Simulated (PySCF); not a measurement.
Geometry:
```
atom   x (Å)   y (Å)   z (Å)
 Si1  -0.146   0.007  -0.132
  C2  -0.199   0.005   1.759
  C3   0.468  -1.204   2.408
  H4  -1.261   0.066   2.056
  H5   0.265   0.942   2.117
  H6   0.395  -1.176   3.507
  H7   0.005  -2.146   2.072
  H8   1.539  -1.260   2.156
  C9   1.648  -0.019  -0.725
 C10   2.487   1.171  -0.268
 H11   1.630  -0.080  -1.827
 H12   2.103  -0.966  -0.382
 H13   3.521   1.117  -0.646
 H14   2.060   2.123  -0.622
 H15   2.545   1.230   0.831
 C16  -0.998   1.569  -0.738
 C17  -1.728   1.672  -1.856
 H18  -0.861   2.482  -0.141
 H19  -1.911   0.807  -2.503
 H20  -2.176   2.620  -2.176
 C21  -1.003  -1.530  -0.795
 C22  -2.323  -1.653  -0.982
 H23  -0.378  -2.407  -1.014
 H24  -3.013  -0.823  -0.787
 H25  -2.780  -2.584  -1.340
```

Computed data (PySCF): NMR shieldings at KT2/pcSseg-1/GIAO, PBE0-D3(BJ)/def2-SVP geometry. Rapidly exchanging positions averaged, in vacuum, single conformer, non-relativistic Hamiltonian.

References, each an isolated molecule treated in the same way: TMS for 13C, 1H, 29Si.

```tsv
atoms	nucleus	count	δ (ppm)
H4/H5/H11/H12	1H	4	0.77
C16/C21	13C	2	132.5
C2/C9	13C	2	?
H19/H20/H24/H25	1H	4	6.15
C3/C10	13C	2	9.5
Si1	29Si	1	-11.1
H18/H23	1H	2	6.06
H6/H7/H8/H13/H14/H15	1H	6	?
C17/C22	13C	2	?
```

Fill in the missing shifts.

## Answers


- C17/C22: 133.7 ppm, carbon bonded to C, 2 H
- C2/C9: 10.4 ppm, carbon bonded to C, Si, 2 H
- H6/H7/H8/H13/H14/H15: 1.02 ppm, hydrogen on a carbon bonded to C

Shifts are as computed. Against solution values, carbons near 30 ppm lie about +2 ppm off and those near 130 ppm about -5 ppm (rms about the fit 1.2 ppm; single classes can miss by 10 ppm). Of 1328 compounds with measured shifts, 309 miss one by over three times the rms of a fit or turn the order of signals round; such compounds aren't used in these exercises. Signals without a measured value on file couldn't be tested in this way.
